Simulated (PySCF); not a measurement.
Species: 2,3-difluorobenzonitrile, C7H3F2N.
Geometry (GFN2-xTB, Å), atoms numbered from 1 in this order:
```
atom  x, y, z in Å
N1     3.6121    0.2025   -0.2400
C2     2.4713    0.1458   -0.1647
C3     1.0614    0.0475   -0.0707
C4     0.4538   -1.2047    0.0377
C5    -0.9208   -1.3044    0.1292
C6    -1.7091   -0.1647    0.1159
C7    -1.1114    1.0793    0.0087
F8    -1.8750    2.1805   -0.0045
C9     0.2699    1.1972   -0.0847
F10    0.8369    2.4034   -0.1893
H11    1.0752   -2.0868    0.0466
H12   -1.3851   -2.2742    0.2124
H13   -2.7836   -0.2208    0.1857
```

Theory: TDDFT PBE0/def2-SVPD, vertical, gas phase, core orbitals frozen in the response (PySCF 2.14.0, density-fitted response routines).

Transition dipole moments from the ground state, in atomic units and in the frame of the coordinates above (overall signs are arbitrary), for the states with f of 0.002 or more among the lowest 6:

```json
{"state": "S1", "E (eV)": "5.038", "μx": "-0.079", "μy": "0.502", "μz": "-0.023"}
{"state": "S2", "E (eV)": "5.678", "μx": "-1.197", "μy": "-0.110", "μz": "0.082"}
{"state": "S4", "E (eV)": "6.705", "μx": "-0.857", "μy": "1.192", "μz": "-0.013"}
{"state": "S5", "E (eV)": "6.754", "μx": "-1.550", "μy": "-0.700", "μz": "0.135"}
{"state": "S6", "E (eV)": "6.945", "μx": "0.001", "μy": "0.001", "μz": "0.137"}
```

Question: Work out the oscillator strengths.

Answer: f = (2/3) ΔE |μ|² with ΔE in hartree (27.2114 eV).

| state | \|μ\|² (au) | \|μ\| (D) | f |
| --- | --- | --- | --- |
| S1 | 0.259 | 1.29 | 0.032 |
| S2 | 1.451 | 3.06 | 0.202 |
| S4 | 2.154 | 3.73 | 0.354 |
| S5 | 2.911 | 4.34 | 0.482 |
| S6 | 0.019 | 0.35 | 0.003 |

Question: What is the point group, and which symmetry does each of these states have?

Answer: Cs. Polarised normal to the mirror plane, so A″: S6. Polarised in the mirror plane, so A′: S1, S2, S4 and S5.

Question: What angle do the transition dipoles of S2 and S5 make?

Answer: |cos θ| = |μa·μb| / (|μa| |μb|) = 0.95, so θ ≈ 19° (taken between 0 and 90°, since the signs are arbitrary).

Question: How is the summed strength of these states shared among x, y and z?

Answer: (2/3) Σ ΔE μα² gives 0.718 for x, 0.347 for y and 0.007 for z, 1.073 in all.

Question: What peak molar absorption coefficient would the strongest computed level give as a lone Gaussian band 0.3 eV wide at half height?

Answer: ε(max) = 2.175×10⁸ f / FWHM, with the width in cm⁻¹. S5: 2.175×10⁸ × 0.4817 / 2420 ≈ 43000 L mol⁻¹ cm⁻¹.
